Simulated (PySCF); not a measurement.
C2H4F2OSi.

```xyz
10

F      0.2049    -1.4327    -1.0824
C      0.0347    -0.6353     0.0000
F      0.2049    -1.4327     1.0824
O     -1.2420    -0.0925     0.0000
C     -1.0386     1.3497     0.0000
Si     0.8610     1.1161     0.0000
H     -1.4937     1.8001    -0.8963
H     -1.4937     1.8001     0.8963
H      1.6018     1.5084    -1.2278
H      1.6018     1.5084     1.2278
```

Geometry optimised at B3LYP-D3(BJ)/def2-SVP. The structure was generated by enumeration, and PubChem lists no compound with its InChIKey, so it may never have been made.

Method: PBE/pcSseg-1 run with PySCF. Non-relativistic, no solvent.

Q: Give the absolute GIAO shielding of each atom: isotropic value and principal components (ppm). (The exact figures need the calculation; the answer reports its results.)

A: 
| atom | σ(iso) | σ11 | σ22 | σ33 | span |
|---|---|---|---|---|---|
| F1 | 213.7 | 135.4 | 201.9 | 303.8 | 168.4 |
| C2 | 40.9 | 23.2 | 43.4 | 55.9 | 32.6 |
| F3 | 213.7 | 135.4 | 201.9 | 303.8 | 168.4 |
| O4 | 148.3 | 54.4 | 95.8 | 294.8 | 240.4 |
| C5 | 125.4 | 87.8 | 103.4 | 185.2 | 97.4 |
| Si6 | 343.0 | 288.7 | 317.0 | 423.1 | 134.4 |
| H7 | 27.0 | 24.1 | 25.2 | 31.8 | 7.7 |
| H8 | 27.0 | 24.1 | 25.2 | 31.8 | 7.7 |
| H9 | 25.8 | 23.7 | 24.0 | 29.8 | 6.1 |
| H10 | 25.8 | 23.7 | 24.0 | 29.8 | 6.1 |
